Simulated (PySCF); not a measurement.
Cost against result

Saddle point of GeH3SF, closed shell (GeH₃SF ([F][GeH2][SH]) → GeH₂S ([S][GeH2]) + HF; bonds formed: F2–H4; bonds broken: Ge1–F2, S3–H4), PBE0-D4/def2-TZVP structure:

Ge1  (-0.606, 0.057, 0.208)
F2  (1.414, -0.225, 0.334)
S3  (-0.191, 0.231, -1.836)
H4  (1.241, -0.086, -0.711)
H5  (-0.763, 1.266, 1.143)
H6  (-1.094, -1.244, 0.863)
(Å)

Barriers are electronic and count from the start structure reached by relaxing down the imaginary mode.

PySCF 2.14 with density fitting (its default auxiliary sets; JK sets also for MP2 and CCSD(T)); basis: as named in each row; cores frozen in the correlated methods. Filled d shells of the heavier atoms are correlated. The def2 sets are not built for correlating such inner shells, so the correlated values are less sure here. B3LYP uses VWN-RPA correlation. Extrapolation: Hartree–Fock as exp(−7.88 √X), correlation as X^−2.97.

Times are rough, for one single point on 4 threads of a shared host (AMD EPYC 9R45).

The estimate by CCSD(T) at an estimated basis limit (MP2 extrapolated from triple and quadruple zeta, plus CCSD(T) − MP2 in triple zeta) is 1.685 eV.

```json
{"method": "HF", "basis": "STO-3G", "time (s)": "under 1", "barrier (eV)": "3.117", "method less estimate": "1.432"}
{"method": "B3LYP-D4", "basis": "6-31G", "time (s)": "1", "barrier (eV)": "1.596", "method less estimate": "-0.089"}
{"method": "PBE0-D4", "basis": "def2-SVP", "time (s)": "2", "barrier (eV)": "1.523", "method less estimate": "-0.162"}
{"method": "PBE-D4", "basis": "def2-SVP", "time (s)": "2", "barrier (eV)": "1.365", "method less estimate": "-0.321"}
{"method": "MP2", "basis": "def2-QZVPP", "time (s)": "2", "barrier (eV)": "1.646", "method less estimate": "-0.040"}
{"method": "SPW92", "basis": "def2-TZVPP", "time (s)": "3", "barrier (eV)": "1.289", "method less estimate": "-0.397"}
{"method": "BHLYP-D4", "basis": "def2-TZVPP", "time (s)": "4", "barrier (eV)": "1.865", "method less estimate": "0.180"}
{"method": "B3LYP-D4", "basis": "def2-TZVPP", "time (s)": "4", "barrier (eV)": "1.673", "method less estimate": "-0.013"}
{"method": "CCSD(T)", "basis": "def2-SVP", "time (s)": "4", "barrier (eV)": "1.778", "method less estimate": "0.093"}
{"method": "PBE0-D4", "basis": "def2-TZVPP", "time (s)": "4", "barrier (eV)": "1.605", "method less estimate": "-0.080"}
{"method": "PBE-D4", "basis": "def2-TZVPP", "time (s)": "4", "barrier (eV)": "1.443", "method less estimate": "-0.243"}
{"method": "r2SCAN-D4", "basis": "def2-TZVPP", "time (s)": "7", "barrier (eV)": "1.605", "method less estimate": "-0.081"}
{"method": "CCSD(T)", "basis": "def2-TZVPP", "time (s)": "71", "barrier (eV)": "1.746", "method less estimate": "0.061"}
{"method": "wB97M-V", "basis": "def2-TZVPP", "time (s)": "74", "barrier (eV)": "1.668", "method less estimate": "-0.017"}
```

All methods are single points on the PBE0-D4 structures.

T1 diagnostic: at most 0.016.

Labels in which every atom is bracketed show which atoms are joined, not bond orders.
